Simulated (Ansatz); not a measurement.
`O=COCI`. Charge 0, multiplicity 1. I: def2 effective core potential. All single points use the PBE0-D4/def2-TZVP geometry. It is one conformer, not always the lowest.

```xyz
8

O     1.322   -0.993   -0.744
C     1.164   -0.612    0.373
O     0.074    0.032    0.833
C    -0.940    0.279   -0.097
I    -0.641    2.124   -1.161
H     1.877   -0.730    1.199
H    -0.990   -0.497   -0.856
H    -1.866    0.397    0.454
```

(1) What is the dipole moment at r2SCAN/def2-TZVPP? (An estimate is asked.)

(2) And with PBE, B3LYP, ωB97M-V? (Estimate.)

(3) Give the Mulliken charges with r2SCAN, B3LYP, ωB97M-V in def2-TZVPP. (An estimate is asked.)

Results:

(1) The calculation gave: 2.14 D, with components (-0.89, -0.64, 1.83) D in this frame, pointing from negative to positive charge.

(2) The calculation gave: PBE 2.01 D, B3LYP 2.08 D, ωB97M-V 2.07 D.

(3) Ansatz gave: 
| atom | r2SCAN | B3LYP | ωB97M-V |
| --- | --- | --- | --- |
| O1 | -0.30 | -0.27 | -0.29 |
| C2 | 0.29 | 0.23 | 0.25 |
| O3 | -0.23 | -0.23 | -0.23 |
| C4 | -0.03 | -0.13 | -0.21 |
| I5 | -0.09 | -0.05 | -0.02 |
| H6 | 0.08 | 0.11 | 0.12 |
| H7 | 0.14 | 0.16 | 0.19 |
| H8 | 0.14 | 0.18 | 0.20 |

B3LYP here is the variant with VWN-RPA as its local correlation; programs differ in this.
